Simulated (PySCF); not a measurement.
**UHF on Ga+ (gallium, charge +1)**

Configuration: [Ar] 3d10 4s2, closed-shell 1S. Calculation: PySCF 2.14, in pcseg-2 (6s5p3d1f, 43 functions); the non-relativistic Hamiltonian (point nucleus).

* Total energy: -1923.027264 hartree
* One-electron energy: -2676.9958 hartree
* Hartree (Coulomb) energy: 827.3356 hartree
* Exchange energy: -73.3670 hartree
* Kinetic energy: 1925.99826 hartree
* ⟨S²⟩: 0.0000
* ⟨L²⟩: 0.000
* Sum of ⟨r⟩: 19.70 bohr
* Sum of ⟨r²⟩: 25.55 bohr²
* Density at the nucleus (Gaussians lack the cusp): 20200 bohr⁻³
* Langevin diamagnetic susceptibility: -20.2 ×10⁻⁶ cm³/mol
* Time after the integrals: 0.17 s of wall time on 1 thread of Neoverse-N1 (shared host)

```json
{"shell": "1s", "electrons": "2", "mean orbital energy (eV)": "-10312.8", "rms radius, mean of both spins (bohr)": "0.0572"}
{"shell": "2s", "electrons": "2", "mean orbital energy (eV)": "-1316.3", "rms radius, mean of both spins (bohr)": "0.240"}
{"shell": "2p", "electrons": "6", "mean orbital energy (eV)": "-1161.9", "rms radius, mean of both spins (bohr)": "0.213"}
{"shell": "3s", "electrons": "2", "mean orbital energy (eV)": "-181.71", "rms radius, mean of both spins (bohr)": "0.710"}
{"shell": "3p", "electrons": "6", "mean orbital energy (eV)": "-129.70", "rms radius, mean of both spins (bohr)": "0.743"}
{"shell": "3d", "electrons": "10", "mean orbital energy (eV)": "-40.319", "rms radius, mean of both spins (bohr)": "0.892"}
{"shell": "4s", "electrons": "2", "mean orbital energy (eV)": "-18.750", "rms radius, mean of both spins (bohr)": "2.54"}
```
